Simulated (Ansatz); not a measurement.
Species: WH5, charge 0, multiplicity 2. SMILES: [WH5]

Atoms: W1, H2, H3, H4, H5, H6. Bonds: W1-H2, W1-H3, W1-H4, W1-H5, W1-H6.

Bond lengths (Å) and angles (degrees) optimised at HF/6-31G* with LANL2DZ past Ar with Ansatz (a first-principles code); PBE/6-31G* with LANL2DZ past Ar with Ansatz; B3LYP/6-31G* with LANL2DZ past Ar with Ansatz, each started from the B3LYP-D3(BJ)/def2-TZVP structure (Ansatz) of the last column. A row stands for all coordinates that are equal there. 6-31G* holds six Cartesian d functions. At B3LYP/6-31G* with LANL2DZ past Ar the structure is a saddle point. No wavenumbers were computed at PBE/6-31G* with LANL2DZ past Ar, so these may be saddle points.

| coordinate | HF/6-31G* with LANL2DZ past Ar | PBE/6-31G* with LANL2DZ past Ar | B3LYP/6-31G* with LANL2DZ past Ar | B3LYP-D3(BJ)/def2-TZVP |
|---|---|---|---|---|
| W1-H2 | 1.722 | 1.712 | 1.709 | 1.721 |
| W1-H3 | 1.695 | 1.690 | 1.687 | 1.694 |
| W1-H5 | 1.677 | 1.681 | 1.675 | 1.679 |
| H2-W1-H3 | 103.8 | 104.1 | 104.0 | 104.4 |
| H2-W1-H4 | 115.9 | 117.8 | 117.4 | 116.7 |
| H2-W1-H5 | 122.1 | 121.1 | 121.3 | 121.7 |
| H3-W1-H5 | 63.4 | 61.9 | 62.3 | 61.8 |
| H3-W1-H6 | 126.7 | 123.8 | 124.6 | 123.6 |

Mean signed difference of all 5 bond lengths from B3LYP-D3(BJ)/def2-TZVP: HF/6-31G* with LANL2DZ past Ar 0.001 Å, PBE/6-31G* with LANL2DZ past Ar -0.005 Å, B3LYP/6-31G* with LANL2DZ past Ar -0.008 Å.
